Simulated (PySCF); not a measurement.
Task: Write Cartesian coordinates for `CC=C=C=C=C(C)SC` as optimised with PBE0-D3(BJ)/def2-SVP.

Result: 
```xyz
19
C8H10S angstrom
C      3.5353   -1.1591   -1.1440
C      2.8450   -0.1664   -0.2606
C      1.5733    0.1754   -0.3424
C      0.3340    0.5008   -0.4311
C     -0.9011    0.8321   -0.5164
C     -2.1769    1.1729   -0.6053
C     -2.6801    2.2990   -1.4632
S     -3.4582    0.3364    0.2725
C     -2.5355   -0.9218    1.1661
H      3.9526   -1.9873   -0.5469
H      4.3834   -0.6889   -1.6692
H      2.8500   -1.5786   -1.8926
H      3.4581    0.3111    0.5177
H     -3.3678    1.9183   -2.2354
H     -3.2356    3.0306   -0.8549
H     -1.8441    2.8108   -1.9563
H     -2.0206   -1.5991    0.4702
H     -3.2729   -1.4866    1.7524
H     -1.8007   -0.4623    1.8423
```

Orientation and origin are arbitrary. Atoms count from 1 in this order. Of the pairs four or more bonds apart, C5···H19 is among the closest relative to their van der Waals radii: 2.84 Å, 98 % of the sum of Bondi's values. The C–S distances run from 1.764 Å (C6–S8, drawn single) to 1.798 Å (S8–C9, drawn single), a spread of 0.034 Å. The C–C distances run from 1.282 Å (C4=C5, drawn double) to 1.502 Å (C6–C7, drawn single), a spread of 0.220 Å. S8 (sulfide sulfur) is bent (angle 101.9°).

Bonds between heavy atoms (Å): C1–C2 1.497, C2=C3 1.319, C3=C4 1.284, C4=C5 1.282, C5=C6 1.324, C6–C7 1.502, C6–S8 1.764, S8–C9 1.798.

Theory: PBE0-D3(BJ)/def2-SVP geometry optimisation, gas phase (PySCF 2.14.0).

Point group: C1 (no symmetry element, even within 0.4 Å). PBE0-D3(BJ)/def2-SVP frequencies: not computed here. The numbers are those of one conformer (C5–C6–S8–C9 0°).
